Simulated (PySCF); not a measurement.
Can point charges reproduce the dipole moment of `CCOP1(=O)OCCO1`?

Coordinates (PBE0-D3(BJ)/def2-SVP, Å) and charges (e) from the PBE0/pcSseg-1 density (PySCF):

| atom | x | y | z | Mulliken | IAO | Hirshfeld | ESP-fitted |
| --- | --- | --- | --- | --- | --- | --- | --- |
| C1 | 2.800 | -0.820 | -0.081 | -0.3242 | -0.4256 | -0.1204 | -0.2963 |
| C2 | 2.133 | 0.495 | -0.399 | +0.0212 | -0.0440 | +0.0163 | +0.1905 |
| O3 | 0.724 | 0.328 | -0.602 | -0.5957 | -0.6205 | -0.1744 | -0.4337 |
| P4 | -0.283 | 0.315 | 0.642 | +1.3834 | +1.9648 | +0.5492 | +1.1868 |
| O5 | 0.360 | 0.471 | 1.955 | -0.5795 | -0.8717 | -0.3732 | -0.6018 |
| O6 | -1.189 | -1.001 | 0.354 | -0.5836 | -0.6099 | -0.1815 | -0.4220 |
| C7 | -2.538 | -0.661 | 0.078 | +0.0348 | -0.0686 | +0.0096 | +0.0040 |
| C8 | -2.497 | 0.776 | -0.440 | +0.0181 | -0.0706 | +0.0081 | +0.1107 |
| O9 | -1.436 | 1.395 | 0.268 | -0.5710 | -0.6076 | -0.1799 | -0.4537 |
| H10 | 2.585 | -1.566 | -0.861 | +0.1246 | +0.1451 | +0.0421 | +0.0933 |
| H11 | 2.442 | -1.204 | 0.886 | +0.1412 | +0.1541 | +0.0437 | +0.0976 |
| H12 | 3.890 | -0.688 | -0.015 | +0.1207 | +0.1466 | +0.0506 | +0.0855 |
| H13 | 2.509 | 0.924 | -1.340 | +0.1283 | +0.1514 | +0.0488 | +0.0553 |
| H14 | 2.301 | 1.224 | 0.409 | +0.1340 | +0.1473 | +0.0433 | +0.0450 |
| H15 | -3.133 | -0.740 | 1.004 | +0.1346 | +0.1448 | +0.0498 | +0.0953 |
| H16 | -2.940 | -1.365 | -0.664 | +0.1387 | +0.1601 | +0.0598 | +0.1001 |
| H17 | -3.426 | 1.327 | -0.239 | +0.1417 | +0.1626 | +0.0614 | +0.0837 |
| H18 | -2.288 | 0.807 | -1.523 | +0.1326 | +0.1418 | +0.0469 | +0.0598 |

Problem. Compute μ = Σ q r for each scheme (1 e·Å = 4.803 D) and compare with the dipole of the full density.

Solution. The full density gives (-1.82, -0.49, -3.16) D, 3.68 D in size; dipole vectors point from the negative to the positive end.

```json
{"scheme": "Mulliken", "μx": "-1.76", "μy": "-0.66", "μz": "-2.53", "size (D)": "3.15", "share of the full size (%)": "86", "angle to the full dipole (°)": "6"}
{"scheme": "IAO", "μx": "-2.03", "μy": "-0.49", "μz": "-3.46", "size (D)": "4.04", "share of the full size (%)": "110", "angle to the full dipole (°)": "1"}
{"scheme": "Hirshfeld", "μx": "-1.46", "μy": "-0.37", "μz": "-2.43", "size (D)": "2.86", "share of the full size (%)": "78", "angle to the full dipole (°)": "1"}
{"scheme": "ESP-fitted", "μx": "-1.85", "μy": "-0.51", "μz": "-3.16", "size (D)": "3.70", "share of the full size (%)": "100", "angle to the full dipole (°)": "0"}
```

Problem. Which set comes closest?

Solution. Length of the difference vector: ESP-fitted 0.03 D, IAO 0.36 D, Mulliken 0.65 D, Hirshfeld 0.82 D. Closest: ESP-fitted. 

Problem. What is left for the Hirshfeld atoms' own dipoles?

Solution. The shares of the density sum to the whole, so what Σ q r misses lies in dipoles about the nuclei. The atomic dipoles sum to (-1.82, -0.49, -3.16) − (-1.46, -0.37, -2.43) = (-0.36, -0.12, -0.73) D, 0.82 D in size.

Problem. With the origin at the mean of the coordinates, (0.001, 0.001, -0.032) Å, which are the largest single terms, by size, of the Mulliken dipole along the direction of the full one?

Solution. O5 +5.42, P4 -3.19, C1 +1.92, H18 +1.47, H16 +1.45 D; all 18 atoms together +3.13 D. The single terms depend on the origin, their sum doesn't.

Problem. Give the size of the full dipole in other units.

Solution. 3.68 D = 1.448 au = 0.766 e·Å = 12.28 × 10⁻³⁰ C·m.

The structure is a single PBE0-D3(BJ)/def2-SVP conformer in the gas phase; no vibrational or solvent corrections.
